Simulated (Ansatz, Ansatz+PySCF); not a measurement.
```tsv
atom	x (Å)	y (Å)	z (Å)
Be	0.0000	0.0000	0.0000
O	0.0000	0.0000	1.5100
```

Basis set: def2-SVP (spherical functions). Left uncorrelated: 1 orbital. Charge 0, multiplicity 1.

Computed with Ansatz (development build ahead of 0.2.0); each method stands on the lowest determinant of its kind that the runs found. Restricted open shells among the atoms or ions are ROHF, correlated in semicanonical orbitals with singles.

(1) Give the atomization energy at this shape (free ground-state atoms in the same class of orbitals less the molecule, no zero-point energy) of singlet BeO by RHF-MP2, UHF-MP2, RHF, UHF.

Answers

(1)

| method | atomization energy |
| --- | --- |
| RHF-MP2 | 402.7 kJ/mol |
| UHF-MP2 | 326.9 kJ/mol |
| RHF | 58.3 kJ/mol |
| UHF | 235.8 kJ/mol |

Caution: the shape is not the minimum. Caution for RHF-MP2, RHF: an unrestricted determinant lies well below. Caution for RHF-MP2: other determinants can give a lower correlated total. Caution for UHF-MP2, UHF: the unrestricted determinant is a mixture of spin states. Caution for UHF: a free atom is spin contaminated.
